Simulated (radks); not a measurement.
Question: All-electron atom: Br I in [Ar] 3d10 4p5 5p2 (not the ground configuration). Method: scalar-relativistic Kohn-Sham, PBE, spin-unpolarised, spherical densities, finite nucleus; Fermi nuclear charge, rms radius 4.1629 fm; computed with a radial shooting solver on a logarithmic mesh with Libxc functionals. Some entries of the table are withheld. Estimate them.

orbital,occ.,eigenvalue (eV),<1/r> (bohr^-1),r(max) (bohr)
1s,2,(1),35.66,(2)
2s,2,-1749.909,7.897,0.1592
2p,6,-1545.401,(3),0.1274
3s,2,-254.7873,2.594,(4)
3p,6,-190.1838,2.442,0.4811
3d,10,-83.3104,(5),0.4308
4s,0,-33.1290,0.8417,1.383
4p,5,-19.3497,0.7136,1.570
4d,0,-2.8716,0.3886,2.431
5p,2,-2.1546,0.2117,5.214

Answer: 
(1) 1s eigenvalue (eV): -13335.01
(2) 1s r(max) (bohr): 0.02791
(3) 2p <1/r> (bohr^-1): 7.729
(4) 3s r(max) (bohr): 0.4840
(5) 3d <1/r> (bohr^-1): 2.158
